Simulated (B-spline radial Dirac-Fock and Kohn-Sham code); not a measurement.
## Electron momentum distribution of La⁴⁸⁺: Compton profiles

System: lanthanum as La⁴⁸⁺, configuration [He] 2s2 2p5.

Input file task.json (cfg lists n, l and occupation; rrms is the nuclear radius in fm):

```json
{"items": [{
  "Z": 57,
  "q": 48,
  "cfg": [[1, 0, 2], [2, 0, 2], [2, 1, 5]],
  "A": 139,
  "rrms": 4.855,
  "do": ["scatter"],
  "s": [0.0, 0.09, 0.11, 0.14, 0.17, 0.2, 0.24, 0.3, 0.36, 0.44, 0.54, 0.65, 0.8, 0.97, 1.18, 1.44, 1.75, 2.13, 2.59, 3.15, 3.83, 4.67, 5.68],
  "pz": [0, 0.1, 0.2, 0.3, 0.4, 0.5, 0.6, 0.8, 1.0, 1.2, 1.4, 1.6, 1.8, 2.0, 2.5, 3.0, 4.0, 5.0, 7.0, 10.0, 15.0, 20.0, 30.0, 40.0, 60.0, 100.0],
  "hv_scatter": [1000, 2000, 8047.8, 10000, 17479.3, 20000, 200000, 500000]
}]}
```

Launch: `python xray_run.py task.json out`

Calculated with a radial atomic solver, using the impulse approximation on relativistic Hartree-Fock (Dirac-Fock) wave functions, averaged over the configuration. pz is in atomic units of momentum; subshell profiles are per electron, for a selection of subshells; open shells are spread over both j values by their weights.

| pz | J total | J 1s1/2 | J 2s1/2 | J 2p3/2 |
| --- | --- | --- | --- | --- |
| 5 | 0.2267 | 0.0137 | 0.0381 | 0.0250 |
| 7 | 0.2079 | 0.0134 | 0.0306 | 0.0243 |
| 10 | 0.1745 | 0.0128 | 0.0194 | 0.0223 |
| 15 | 0.1193 | 0.0116 | 0.00694 | 0.0165 |
| 20 | 0.07754 | 0.0101 | 0.00230 | 0.0104 |
| 30 | 0.03377 | 0.00708 | 0.00127 | 0.00325 |
| 40 | 0.01662 | 0.00462 | 0.00108 | 0.000956 |
| 60 | 0.005128 | 0.00183 | 0.000426 | 0.000106 |
| 100 | 0.0008038 | 0.000327 | 6.07e-05 | 4.03e-06 |

Q: What is the peak value J(0), and which subshell contributes most to it?

A: J(0) = 0.2487. The 2s1/2 subshell gives the largest part, 39 %.

Mean momentum ⟨p⟩ by subshell (a.u.): 1s1/2 53.9, 2s1/2 19.8, 2p1/2 26.2, 2p3/2 24.6.
